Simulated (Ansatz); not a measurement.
C4H4F4: which of these isomers lies lowest?

4 of its isomers, all singlets with charge 0: A = `FC1CC(F)C1(F)F`; B = `C/C(F)=C\C(F)(F)F`; C = `FC/C=C\C(F)(F)F`; D = `FC/C=C(/F)C(F)F`.

Shapes, held fixed at every level: PBE0-D4/def2-TZVP. Flexible molecules stand in one conformer, not always the lowest. Programs: Ansatz 0.2.0.

Electronic energies in kJ/mol, without zero-point or thermal terms.

(1) From chemical knowledge, estimate the order of stability.

## Answers

(1) B < C < A < D in rising energy, over a span of 94 kJ/mol, by MP2/def2-TZVPP. All levels agree on that. The B − A difference spans -89.2 to -64.5 kJ/mol over the levels. 

| level | kind | B − A | C − A | D − A |
| --- | --- | --- | --- | --- |
| HF/def2-SVP | Hartree–Fock | -89.2 | -56.9 | +3.9 |
| PBE-D4/def2-TZVPP | GGA | -76.9 | -30.4 | +10.7 |
| BHLYP-D4/def2-TZVPP | global hybrid | -81.1 | -42.1 | +5.4 |
| PBE0-D4/def2-TZVPP | global hybrid | -69.6 | -24.7 | +21.3 |
| wB97X-V/def2-TZVPP | range-separated hybrid | -64.5 | -21.8 | +25.6 |
| MP2/def2-SVP | perturbation theory | -87.9 | -44.5 | +18.0 |
| CCSD/def2-SVP | coupled cluster or CI | -83.5 | -45.8 | +14.2 |
| MP2/def2-TZVPP | perturbation theory | -76.2 | -33.5 | +17.3 |
